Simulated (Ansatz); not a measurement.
One change: `[NH2][Ga]([F])[C]1(F)BN1` becomes `OC1(F)BN1`.

Ansatz, PBE0-D4/def2-TZVP geometries, multiplicity 1. Each molecule was computed in one conformer, which needn't be the lowest.

Scalar relativity is left out up to krypton.

```csv
property,`[NH2][Ga]([F])[C]1(F)BN1`
HOMO–LUMO gap (ωB97M-V/def2-TZVPP) / eV,10.89
HOMO energy (PBE/def2-TZVPP) / eV,-6.16
LUMO energy (PBE/def2-TZVPP) / eV,-1.65
HOMO–LUMO gap (PBE/def2-TZVPP) / eV,4.51
size of the dipole moment (PBE/def2-TZVPP) / D,1.21
"ideal-gas entropy at 298 K and 1 bar (rigid rotor, harmonic PBE0-D4/def2-TZVP) / J/(mol·K)",407
```

(1) What does the change do to each property? (Best estimate.)

Results:

(1) The calculation gave: 
| property | `OC1(F)BN1` | shift |
| --- | --- | --- |
| HOMO–LUMO gap (ωB97M-V/def2-TZVPP) / eV | 11.81 | 0.92 |
| HOMO energy (PBE/def2-TZVPP) / eV | -6.35 | -0.19 |
| LUMO energy (PBE/def2-TZVPP) / eV | -1.27 | 0.38 |
| HOMO–LUMO gap (PBE/def2-TZVPP) / eV | 5.08 | 0.57 |
| size of the dipole moment (PBE/def2-TZVPP) / D | 2.38 | 1.17 |
| ideal-gas entropy at 298 K and 1 bar (rigid rotor, harmonic PBE0-D4/def2-TZVP) / J/(mol·K) | 294 | -113 |

With PBE0 the HOMO falls by 0.28 eV and the LUMO rises by 0.48 eV, so the gap widens by about 0.76 eV. PBE moves the HOMO by -0.19 eV and ωB97M-V by -0.29 eV. The zero-point energy changes by -33.0 kJ/mol with -9 modes. Dipoles are sizes alone; their direction can turn. Modes under 60 cm⁻¹, often nearly free rotors, make the harmonic entropy too high.
